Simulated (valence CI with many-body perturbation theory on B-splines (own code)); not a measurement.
Values are calculated unless marked as measured or tabulated.
Nb XIX: what each term of the Hamiltonian does

Method: relativistic CI+MBPT: five valence electrons over a frozen Dirac-Fock core [Ar], radial functions for each j: 7 s, 7 p, 8 d, 6 f, 4 g, 1 h, with the one-electron correlation potential Σ1, the two-electron term Σ2, the three-electron term Σ3, Breit, model QED; selected CI, second order for the rest (own B-spline code, finite nucleus).

No measured spectrum was set against this ion. As an estimate, terms of the open shell hold to 2 to 4 % of their energy, and close levels can change places. Core correlation moves these levels by up to 12000 cm⁻¹, and in measured spectra 5 to 20 % of such shifts remained as error; rates that hang on mixing are uncertain with them. Only levels of the ground parity were solved; by the run's estimate the other parity begins above the list, which can be wrong where configurations are misplaced.

Each rung adds one term. CI alone is the Dirac-Coulomb CI over the frozen core; QED comes last and gives the full result, which names the levels. Energies are above 3d5 6S_5/2 on the same rung, in cm⁻¹.

Names give the largest LS component (configuration and term), which can be under half, so a name can repeat, a term be missing and a line seem to break the LS rules; names also repeat where a configuration has a term twice. Letters in brackets count levels of one name in rising energy.

```
         Level  CI alone    Σ1     Σ2     Σ3  Breit   QED    Full
3d5 4G_5/2 [a]     88508   -82  -3473  -1615  +1242   -73   84508
    3d5 4G_7/2     96853  +178  -2420  -1172   -135  -8.0   93296
   3d5 4G_11/2     98690  +220  -2016  -1257  -1594  +4.7   94047
    3d5 4G_9/2    100310  +270  -1999  -1122  -1030   +16   96445
3d5 4G_5/2 [b]    100317  +177  -2954  -1418   +387  -4.9   96505
    3d5 4P_3/2    102825  +112  -3818  -1540   +774   -27   98326
    3d5 4P_1/2    109716  +229  -3325  -1654   +374  +0.3  105340
    3d5 4D_7/2    120397  +317  -4427   -636   -522   +20  115147
    3d5 4D_5/2    128967  +359  -4145  -1022   -443   +26  123743
    3d5 4D_1/2    129879  +477  -3971   -945   -255   +56  125241
    3d5 4D_3/2    133187  +506  -3528  -1148   -596   +63  128484
   3d5 2I_11/2    138961  +313  -1392  -2278  -1198  +5.8  134411
   3d5 2I_13/2    147100  +458   -990  -2246  -2746   +40  141617
3d5 2F_5/2 [a]    151386  +493  -3295  -1816   -276   +51  146543
3d5 2D_3/2 [a]    153243  +341  -4270  -1940   +179  +9.6  147563
3d5 2F_7/2 [a]    155131  +258  -4964  -2539    -24   -19  147842
    3d5 4F_9/2    157055  +305  -4605  -1287   -605  -6.4  150857
    3d5 4F_5/2    167507  +531  -4102  -1808   -394   +46  161779
    3d5 2H_9/2    173240  +504  -2792  -2028  -1120   +38  167843
```

The middle columns are the shifts that each term adds.

(1) How does the ionisation energy move along the ladder, and which term matters most?

Answers

(1) CI alone 747.21, + Σ1 749.44, + Σ2 757.48, + Σ3 757.50, + Breit 757.55, + QED 757.57 eV. The largest step is Σ2, 8.04 eV. NIST lists 758 ± 3 eV (theoretical).
